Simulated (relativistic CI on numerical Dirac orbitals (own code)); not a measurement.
# Calculated levels, P VI

Computed by Dirac-Coulomb-Breit CI, orbitals from a KLI potential per configuration, QED by a radiative potential, valence Slater integrals scaled by 0.9, configuration energies shifted to the measured levels that pair with them (semi-empirical) (own radial code, finite nucleus).

Configuration list (outside the closed core 1s2): 2s²2p⁶, 2s²2p⁵3s, 2s²2p⁵3p, 2s²2p⁵3d, 2s²2p⁵4d, 2s²2p⁵4f, 2s²2p⁵5s, 2s²2p⁵5d, 2s²2p⁵6s, 2s²2p⁵6d, 2s²2p⁵7d, 2s²2p⁵4s, 2s²2p⁵4p, 2s2p⁶3s, 2s2p⁶3p, 2s²2p⁴3s², 2s2p⁶3d, 2s²2p⁴3s3p, 2s²2p⁴3p², 2s²2p⁴3s3d, 2s2p⁶4s, 2s²2p⁴3p3d, 2s2p⁶4p, 2s2p⁶4d, 2s2p⁶4f, 2s2p⁵3s², 2s²2p⁴3d². Levels of other configurations are missing.

| No. | Configuration | Term | J | E (cm⁻¹) | % | Landé g | jj configuration (%) |
| --- | --- | --- | --- | --- | --- | --- | --- |
| 1 | 2s²2p⁶ | ¹S | 0 | 0 | 100 |  | closed (100) |
| 2 | 2s²2p⁵3s | ³P° | 2 | 1090214 | 100 | 1.500 | 2p3/2^3 3s (100) |
| 3 | 2s²2p⁵3s | ³P° | 1 | 1093533 | 84 | 1.421 | 2p3/2^3 3s (73) |
| 4 | 2s²2p⁵3s | ³P° | 0 | 1097387 | 100 |  | 2p1/2 2p3/2^4 3s (100) |
| 5 | 2s²2p⁵3s | ¹P° | 1 | 1102791 | 84 | 1.078 | 2p1/2 2p3/2^4 3s (73) |
| 6 | 2s²2p⁵3p | ³S | 1 | 1172909 | 97 | 1.989 | 2p3/2^3 3p3/2 (42) |
| 7 | 2s²2p⁵3p | ³D | 3 | 1185513 | 100 | 1.334 | 2p3/2^3 3p3/2 (100) |
| 8 | 2s²2p⁵3p | ³D | 2 | 1186590 | 81 | 1.155 | 2p3/2^3 3p1/2 (89) |
| 9 | 2s²2p⁵3p | ³D | 1 | 1189253 | 77 | 0.660 | 2p3/2^3 3p1/2 (35) |
| 10 | 2s²2p⁵3p | ³P | 2 | 1192614 | 54 | 1.273 | 2p3/2^3 3p3/2 (97) |
| 11 | 2s²2p⁵3p | ¹P | 1 | 1195271 | 54 | 1.004 | 2p1/2 2p3/2^4 3p1/2 (57) |
| 12 | 2s²2p⁵3p | ³P | 0 | 1197209 | 100 |  | 2p1/2 2p3/2^4 3p1/2 (61) |
| 13 | 2s²2p⁵3p | ³P | 2 | 1197253 | 42 | 1.238 | 2p1/2 2p3/2^4 3p3/2 (86) |
| 14 | 2s²2p⁵3p | ³P | 1 | 1198372 | 65 | 1.346 | 2p1/2 2p3/2^4 3p3/2 (73) |
| 15 | 2s²2p⁵3p | ¹S | 0 | 1247023 | 97 |  | 2p3/2^3 3p3/2 (59) |
| 16 | 2s²2p⁵3d | ³P° | 0 | 1305852 | 100 |  | 2p3/2^3 3d3/2 (100) |
| 17 | 2s²2p⁵3d | ³P° | 1 | 1306701 | 98 | 1.484 | 2p3/2^3 3d3/2 (62) |
| 18 | 2s²2p⁵3d | ³P° | 2 | 1308501 | 93 | 1.474 | 2p3/2^3 3d5/2 (63) |
| 19 | 2s²2p⁵3d | ³F° | 4 | 1310841 | 100 | 1.250 | 2p3/2^3 3d5/2 (100) |
| 20 | 2s²2p⁵3d | ³F° | 3 | 1312290 | 79 | 1.073 | 2p3/2^3 3d3/2 (93) |
| 21 | 2s²2p⁵3d | ³F° | 2 | 1314733 | 75 | 0.766 | 2p3/2^3 3d3/2 (61) |
| 22 | 2s²2p⁵3d | ¹F° | 3 | 1316685 | 55 | 1.132 | 2p3/2^3 3d5/2 (89) |
| 23 | 2s²2p⁵3d | ³D° | 1 | 1321522 | 93 | 0.539 | 2p1/2 2p3/2^4 3d3/2 (35) |
| 24 | 2s²2p⁵3d | ¹D° | 2 | 1321623 | 48 | 0.961 | 2p1/2 2p3/2^4 3d3/2 (70) |
| 25 | 2s²2p⁵3d | ³D° | 3 | 1322384 | 60 | 1.211 | 2p1/2 2p3/2^4 3d5/2 (83) |
| 26 | 2s²2p⁵3d | ³D° | 2 | 1322911 | 59 | 1.132 | 2p1/2 2p3/2^4 3d5/2 (73) |
| 27 | 2s²2p⁵3d | ¹P° | 1 | 1335022 | 93 | 0.977 | 2p1/2 2p3/2^4 3d3/2 (56) |
| 28 | 2s²2p⁵4s‡ | ³P° | 2 | 1437219 | 100 | 1.500 | 2p3/2^3 4s (100) |
| 29 | 2s²2p⁵4s‡ | ³P° | 1 | 1439010 | 56 | 1.279 | 2p3/2^3 4s (95) |
| 30 | 2s²2p⁵4s‡ | ³P° | 0 | 1444420 | 100 |  | 2p1/2 2p3/2^4 4s (100) |
| 31 | 2s²2p⁵4s‡ | ¹P° | 1 | 1445838 | 56 | 1.220 | 2p1/2 2p3/2^4 4s (95) |
| 32 | 2s²2p⁵4p‡ | ³S | 1 | 1468112 | 91 | 1.953 | 2p3/2^3 4p3/2 (46) |
| 33 | 2s²2p⁵4p‡ | ³D | 3 | 1472464 | 100 | 1.334 | 2p3/2^3 4p3/2 (100) |
| 34 | 2s²2p⁵4p‡ | ³D | 2 | 1473122 | 65 | 1.148 | 2p3/2^3 4p1/2 (97) |
| 35 | 2s²2p⁵4p‡ | ¹P | 1 | 1474415 | 44 | 0.948 | 2p3/2^3 4p1/2 (52) |
| 36 | 2s²2p⁵4p‡ | ³P | 2 | 1475126 | 68 | 1.340 | 2p3/2^3 4p3/2 (99) |
| 37 | 2s²2p⁵4p‡ | ³P | 0 | 1479412 | 98 |  | 2p1/2 2p3/2^4 4p1/2 (54) |
| 38 | 2s²2p⁵4p‡ | ³D | 1 | 1480000 | 66 | 0.699 | 2p1/2 2p3/2^4 4p1/2 (91) |
| 39 | 2s²2p⁵4p‡ | ³P | 1 | 1481007 | 65 | 1.400 | 2p1/2 2p3/2^4 4p3/2 (84) |
| 40 | 2s²2p⁵4p‡ | ¹D | 2 | 1481116 | 41 | 1.179 | 2p1/2 2p3/2^4 4p3/2 (97) |
| 41 | 2s²2p⁵4p‡ | ¹S | 0 | 1503150 | 94 |  | 2p3/2^3 4p3/2 (51) |
| 42 | 2s²2p⁵4d | ³P° | 0 | 1515420 | 100 |  | 2p3/2^3 4d3/2 (100) |
| 43 | 2s²2p⁵4d | ³P° | 1 | 1516030 | 94 | 1.448 | 2p3/2^3 4d3/2 (70) |
| 44 | 2s²2p⁵4d | ³P° | 2 | 1517181 | 79 | 1.417 | 2p3/2^3 4d5/2 (76) |
| 45 | 2s²2p⁵4d | ³F° | 4 | 1517416 | 100 | 1.250 | 2p3/2^3 4d5/2 (100) |

Energies count from the lowest computed level; ° marks odd parity. Filled j subshells are mostly left out of the jj labels. ‡ marks configurations that were not tied to measured data.

The mean weight of the leading LS term, summed over parents, in these 45 levels is 80 %, and that of the leading jj configuration (from the same eigenvectors) 79 %.

Configurations whose levels could be paired with our table of measured levels were shifted onto them, all but the ground configuration, by the median error of their levels; single terms can still be off by 1,000 to 2,000 cm⁻¹ or more, and rates follow the energies as ν³ (E1, M1) or ν⁵ (E2). The others borrow a shift and can be off by several thousand cm⁻¹ or more. 29 of the 38 excited levels that our extract of the measured tables holds in this range could be paired (the sources list more); they are missed by 378 cm⁻¹ on average and 4434 at most, after the shifts were fitted to these levels, and levels without a partner can miss by more.

LS names give the leading component of a level, which can be under half, so a name can repeat, a term be missing and a line seem to break the LS rules.
